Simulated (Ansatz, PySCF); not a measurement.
The pair A = CH2O2 (SMILES O=CO) (first 5 atoms), B = H2Se (SMILES [SeH2]); geometry from B3LYP-D3(BJ)/def2-TZVP.
(charge 0, multiplicity 1):
```xyz
8

O      1.069    -1.000     0.848
C      0.468    -0.552    -0.091
O     -0.600     0.247    -0.029
H      0.727    -0.748    -1.140
H     -0.823     0.415     0.913
Se    -1.010     0.534     3.417
H      0.126    -0.356     3.126
H     -1.940    -0.604     3.460
```

Correlated levels freeze the cores. Filled d and f shells under p-block atoms count as core. MP2 and its Hartree–Fock in aug-cc-pVQZ are density fitted. Rows in 6-31G* carry no dispersion term and start afresh at each structure (6-31G* with six Cartesian d functions); the Pople sets are all-electron and without relativity. MP2/6-31G* freezes PySCF's default core, which leaves 3d correlated.

The values were computed with Ansatz (a quantum-chemistry and plane-wave program) with Gaussian orbitals; PySCF for 6-31G* rows. 

Total energies (hartree), monomers frozen at their geometry in the pair:

```json
[
 {"structure": "AB", "B3LYP/def2-TZVPPD": "-2592.6484515", "MP2/6-31G*": "-2590.2090125", "MP2/aug-cc-pVQZ": "-2590.7857930"},
 {"structure": "A in the pair's basis", "B3LYP/def2-TZVPPD": "-189.8517627", "MP2/6-31G*": "-189.2435705", "MP2/aug-cc-pVQZ": "-189.5399274"},
 {"structure": "B in the pair's basis", "B3LYP/def2-TZVPPD": "-2402.7911848", "MP2/6-31G*": "-2400.9608158", "MP2/aug-cc-pVQZ": "-2401.2377752"},
 {"structure": "A", "B3LYP/def2-TZVPPD": "-189.8517310", "MP2/6-31G*": "-189.2410298", "MP2/aug-cc-pVQZ": "-189.5397504"},
 {"structure": "B", "B3LYP/def2-TZVPPD": "-2402.7910035", "MP2/6-31G*": "-2400.9598175", "MP2/aug-cc-pVQZ": "-2401.2374042"}
]
```

Problem. Work out the interaction energy without and with the counterpoise correction, and the superposition error, for each level.

Solution. 
E(AB) − E(A) − E(B), times 627.509 kcal/mol, with the monomers in their own basis and then in the pair's basis:
- B3LYP/def2-TZVPPD: -3.59 uncorrected, -3.45 corrected; the monomers gain 0.13 kcal/mol from borrowed functions
- MP2/6-31G*: -5.12 uncorrected, -2.90 corrected; the monomers gain 2.22 kcal/mol from borrowed functions
- MP2/aug-cc-pVQZ: -5.42 uncorrected, -5.08 corrected; the monomers gain 0.34 kcal/mol from borrowed functions
